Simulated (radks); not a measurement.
Species: Tb. Configuration: [Xe] 4f9 6s2 (the NIST ground configuration). Calculated with a radial shooting solver on a logarithmic mesh with Libxc functionals: scalar-relativistic Kohn-Sham, r2SCAN, spin-polarised, spherical densities, finite nucleus; open shells are filled with parallel spins first (spin-orbit coupling, left out, can overturn this in heavy ions); meta-GGA in the generalised Kohn-Sham scheme; Fermi nuclear charge, rms radius 5.06 fm; hard spherical wall at 5 bohr.

Normalised radial functions P(r) = r R(r), r in bohr:

| r | 5p down | 5d down |
|---|---|---|
| 0.000772 | 0.0006 | 0.0000 |
| 0.0008844 | 0.0008 | 0.0000 |
| 0.001021 | 0.0010 | 0.0000 |
| 0.00117 | 0.0012 | 0.0000 |
| 0.001351 | 0.0016 | 0.0000 |
| 0.001548 | 0.0020 | 0.0000 |
| 0.001774 | 0.0025 | 0.0000 |
| 0.002049 | 0.0032 | 0.0000 |
| 0.002347 | 0.0041 | 0.0000 |
| 0.002711 | 0.0052 | 0.0000 |
| 0.003106 | 0.0065 | 0.0000 |
| 0.003587 | 0.0083 | 0.0001 |
| 0.004109 | 0.0105 | 0.0001 |
| 0.004708 | 0.0131 | 0.0001 |
| 0.005437 | 0.0167 | 0.0002 |
| 0.006229 | 0.0208 | 0.0003 |
| 0.007194 | 0.0263 | 0.0005 |
| 0.008242 | 0.0327 | 0.0007 |
| 0.009442 | 0.0404 | 0.0009 |
| 0.0109 | 0.0502 | 0.0014 |
| 0.01249 | 0.0614 | 0.0020 |
| 0.01443 | 0.0752 | 0.0029 |
| 0.01653 | 0.0904 | 0.0041 |
| 0.01894 | 0.1073 | 0.0059 |
| 0.02187 | 0.1270 | 0.0084 |
| 0.02506 | 0.1466 | 0.0117 |
| 0.02894 | 0.1672 | 0.0164 |
| 0.03315 | 0.1850 | 0.0224 |
| 0.03829 | 0.1995 | 0.0307 |
| 0.04387 | 0.2065 | 0.0409 |
| 0.05026 | 0.2036 | 0.0535 |
| 0.05804 | 0.1863 | 0.0698 |
| 0.0665 | 0.1535 | 0.0877 |
| 0.0768 | 0.0995 | 0.1086 |
| 0.08799 | 0.0309 | 0.1291 |
| 0.1008 | -0.0507 | 0.1482 |
| 0.1164 | -0.1426 | 0.1637 |
| 0.1334 | -0.2219 | 0.1702 |
| 0.154 | -0.2810 | 0.1642 |
| 0.1765 | -0.2967 | 0.1425 |
| 0.2038 | -0.2573 | 0.0999 |
| 0.2335 | -0.1631 | 0.0416 |
| 0.2675 | -0.0221 | -0.0304 |
| 0.309 | 0.1541 | -0.1131 |
| 0.354 | 0.3110 | -0.1859 |
| 0.4088 | 0.4239 | -0.2428 |
| 0.4683 | 0.4463 | -0.2648 |
| 0.5366 | 0.3695 | -0.2475 |
| 0.6197 | 0.1863 | -0.1844 |
| 0.7099 | -0.0544 | -0.0873 |
| 0.8199 | -0.3357 | 0.0440 |
| 0.9394 | -0.5824 | 0.1822 |
| 1.076 | -0.7723 | 0.3200 |
| 1.243 | -0.8847 | 0.4507 |
| 1.424 | -0.9009 | 0.5499 |
| 1.645 | -0.8345 | 0.6231 |
| 1.884 | -0.7156 | 0.6602 |
| 2.176 | -0.5610 | 0.6685 |
| 2.493 | -0.4141 | 0.6496 |
| 2.856 | -0.2856 | 0.6027 |
| 3.298 | -0.1790 | 0.5176 |
| 3.779 | -0.1031 | 0.3944 |
| 4.364 | -0.0444 | 0.2132 |
| 5 | 0.0000 | 0.0000 |

5p down: eigenvalue -20.729 eV, 3 radial nodes at r = 0.0928, 0.273, 0.690 bohr, <r> = 1.61 bohr, 90 % of the charge inside 2.39 bohr. 5d down (empty): eigenvalue 3.745 eV, 2 radial nodes at r = 0.253, 0.783 bohr, <r> = 2.43 bohr, 90 % of the charge inside 3.59 bohr.
